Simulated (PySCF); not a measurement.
## Ionisation energy of Ge⁺ by level of theory

Ge⁺ [Ar] 3d10 4s2 4p1 (2P) → Ge²⁺ [Ar] 3d10 4s2 (1S), as a difference of total energies. Computed with PySCF 2.14 in x2c-SVPall, with the spin-free X2C one-electron Hamiltonian (Gaussian nucleus). Correlated levels: valence: [Ar] 3d10 frozen. The calculations carry no spin-orbit coupling.

```json
{"method": "UHF", "ionisation energy (eV)": "15.235", "error (eV)": "-0.554"}
{"method": "MN15", "ionisation energy (eV)": "15.873", "error (eV)": "+0.084"}
{"method": "M06-L", "ionisation energy (eV)": "15.471", "error (eV)": "-0.318"}
{"method": "MP2 (valence)", "ionisation energy (eV)": "15.390", "error (eV)": "-0.399"}
{"method": "SCS-MP2 (valence)", "ionisation energy (eV)": "15.371", "error (eV)": "-0.418"}
{"method": "CCSD (valence)", "ionisation energy (eV)": "15.466", "error (eV)": "-0.323"}
{"method": "CCSD(T) (valence)", "ionisation energy (eV)": "15.480", "error (eV)": "-0.309"}
```

Reference: 15.789 eV (measured; NIST levels, between the centres of gravity of the two terms).

Errors of the correlated levels include the incompleteness of this basis and the frozen core.
